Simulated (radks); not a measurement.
Correlation energies from several functionals, in hartree. Species: Be3+ 1s1; Mn [Ar] 3d5 4s2; Mg [Ne] 3s2; Xe3+ [Kr] 4d10 5s2 5p3; Gd3+ [Xe] 4f7. Method: non-relativistic Kohn-Sham, r2SCAN, spin-polarised, spherical densities, point nucleus; meta-GGA in the generalised Kohn-Sham scheme; computed with a radial shooting solver on a logarithmic mesh with Libxc functionals. Every spin shell is full or empty, so the densities are truly spherical. Functionals are evaluated on that one density, not self-consistently.

| functional | Be3+ | Mn | Mg | Xe3+ | Gd3+ |
|---|---|---|---|---|---|
| PW92 | -0.037748 | -2.0520 | -0.88776 | -5.0067 | -6.1722 |
| PZ | -0.037908 | -2.0411 | -0.88516 | -5.0035 | -6.1648 |
| Chachiyo | -0.037349 | -2.0116 | -0.87063 | -4.9418 | -6.0901 |
| PBEsol | -0.0087007 | -1.2051 | -0.48420 | -3.1533 | -3.9631 |
| OP (B88) | 0 | -1.0363 | -0.44399 | -2.5470 | -3.1519 |
| TPSS | 0 | -1.0472 | -0.41466 | -2.7885 | -3.5223 |
| revTPSS | 0 | -1.0689 | -0.42793 | -2.8195 | -3.5559 |
| SCAN | 0 | -1.0570 | -0.41014 | -2.7809 | -3.5428 |
